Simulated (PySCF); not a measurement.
B₂ (SMILES [B][B]), triplet, at the geometry optimised at the base level; PBE/STO-3G, frequencies run with PySCF.

PySCF was given this input:
```python
from pyscf import gto, scf, dft
from pyscf.hessian import thermo

mol = gto.M(
    atom='''
B    -0.000000   -0.000000   -0.779845
B     0.000000    0.000000    0.779845
''',
    basis='sto-3g',
    charge=0,
    spin=2,
    verbose=3,
)

mf = dft.UKS(mol)
mf.xc = 'pbe'
mf.kernel()
hess = mf.Hessian().kernel()
freq = thermo.harmonic_analysis(mf.mol, hess)
thermo.dump_normal_mode(mf.mol, freq)
th = thermo.thermo(mf, freq['freq_au'], 298.15, 101325)
thermo.dump_thermo(mf.mol, th)
```

It wrote (shortened):

```
converged SCF energy = -48.6344801657493  <S^2> = 2.0017349  2S+1 = 3.0011564
Mode                                 0
Irrep
Freq [cm^-1]                     1250.8821
Reduced mass [au]                  10.8100
Force const [Dyne/A]                9.9657
Char temp [K]                    1799.7408
Normal mode                   x     y     z
       0   B                -0.00 -0.00  0.22
       1   B                 0.00  0.00 -0.22
temperature 298.1500 [K]
pressure 101325.00 [Pa]
Rotational constants [GHz] inf 38.43660 38.43660
Symmetry number 2
Zero-point energy (ZPE) 0.00285 [Eh]   7481.936 [J/mol]
                           tot       elec      trans        rot        vib
Entropy [J/mol/K]       201.186      9.134    147.079     44.833      0.140
Cv [J/mol/K]             21.514      0.000     12.472      8.314      0.728
Cp [J/mol/K]             29.828      0.000     20.786      8.314      0.728
Internal energy [J/mol]                      3718.434   2478.956   7517.789
Internal energy [Eh]   -48.62926  -48.63448
Enthalpy [J/mol]                             6197.391   2478.956   7517.789
Enthalpy [Eh]          -48.62831
Gibbs free energy [J/mol]                  -37654.226 -10887.950   7476.004
Gibbs free energy [Eh] -48.65116
```
